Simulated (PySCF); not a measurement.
B(CCH)3 (C₆H₃B), SMILES C#CB(C#C)C#C. Atoms are numbered in the order given.

```xyz
10

B      0.0000     0.0000     0.0000
C     -1.5229     0.0000     0.0000
C     -2.7416     0.0000     0.0000
H     -3.8172     0.0000     0.0000
C      0.7615     1.3189     0.0000
C      1.3708     2.3743     0.0000
H      1.9086     3.3058     0.0000
C      0.7615    -1.3189     0.0000
C      1.3708    -2.3743     0.0000
H      1.9086    -3.3058     0.0000
```
Charge 0, spin multiplicity 1.

Geometry optimised at PBE0-D3(BJ)/def2-SVP.

Two levels are set side by side: PBE/pcSseg-1 (PySCF) and KT2/pcSseg-1 (PySCF). GIAO shifts against BF3 (¹¹B), TMS (¹H), TMS (¹³C) at the same level; non-relativistic, no solvent, atoms listed together averaged. Differences are taken from unrounded values.

```tsv
quantity	KT2
δ(¹¹B) of B1 (ppm)	11.9
δ(¹³C) of C2, C5, C8 (ppm)	96.9
δ(¹³C) of C3, C6, C9 (ppm)	108.9
δ(¹H) of H4, H7, H10 (ppm)	4.36
```

Q: What does PBE give, and how far is it from KT2? (The exact figures need the calculation; the answer reports its results.)

A: 
```json
[
 {"quantity": "δ(¹¹B) of B1 (ppm)", "PBE": "15.8", "PBE minus KT2": "3.8"},
 {"quantity": "δ(¹³C) of C2, C5, C8 (ppm)", "PBE": "104.9", "PBE minus KT2": "8.0"},
 {"quantity": "δ(¹³C) of C3, C6, C9 (ppm)", "PBE": "117.4", "PBE minus KT2": "8.5"},
 {"quantity": "δ(¹H) of H4, H7, H10 (ppm)", "PBE": "4.19", "PBE minus KT2": "-0.17"}
]
```

Rough cost on one machine, each run with all the roots and properties that it gave: KT2 against PBE within a factor of 2.
